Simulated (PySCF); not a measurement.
C3H9Sb, triplet, at the geometry of the source list (a higher spin typed on purpose: for a closed-shell molecule this is an excited state) (all electrons, no relativity) (in this run its highest filled SCF level lies above zero, so its values depend strongly on the basis, on diffuse functions most of all). Base run: HF/STO-3G in PySCF.

Geometry (Å):
```xyz
13

Sb    -0.0020     0.0177     1.2288
C      0.1873    -1.8164     0.0813
H      0.8437    -2.5158     0.5920
H      0.5988    -1.5878    -0.8986
H     -0.7923    -2.2725    -0.0344
C      1.4690     1.0824     0.0422
H      2.4656     0.7180     0.2650
H      1.4278     2.1421     0.2660
H      1.2590     0.9318    -1.0109
C     -1.6540     0.7350     0.0198
H     -2.5607     0.2022     0.2850
H     -1.4326     0.5696    -1.0289
H     -1.8095     1.7937     0.1927
```
Charge 0, spin multiplicity 3.
Orbitals are unrestricted.
All else is at PySCF's defaults.

Each row names what was changed in the base input (with any setting that the change needs).

```tsv
change	E (Eh)	HOMO (eV)	dipole (D)	<S^2>	core-seconds (rough)	outcome
base	-6368.60645	0.15	2.36	2.019	2	converged
functional = mn12l	-6364.66424	4.09	1.85	2.005	30	converged
functional = m06	-6371.32786	2.52	1.50	2.004	30	converged
functional = m062x	-6371.73969	1.58	1.85	2.004	40	converged
functional = b3lyp; dispersion = d3bjm	-6371.57147	2.63	1.49	2.003	30	converged
functional = blyp	-	-	-	-	-	not converged
functional = pw91,pw91	-	-	-	-	-	not converged
functional = lda,vwn	-	-	-	-	-	not converged
functional = wb97x	-6371.69381	0.33	1.66	2.004	40	converged
functional = hse06	-6371.05829	2.87	1.49	2.003	50	converged
functional = b3lyp; dispersion = d4	-6371.56180	2.63	1.49	2.003	20	converged
functional = b97-1	-6371.27938	2.74	1.47	2.003	20	converged
functional = revpbe	-	-	-	-	-	not converged
```

Totals shift with the method and basis; they matter in differences.

Open shells are given as the SCF converged; they aren't shown to be the lowest states, and a large step between rows can be another state.
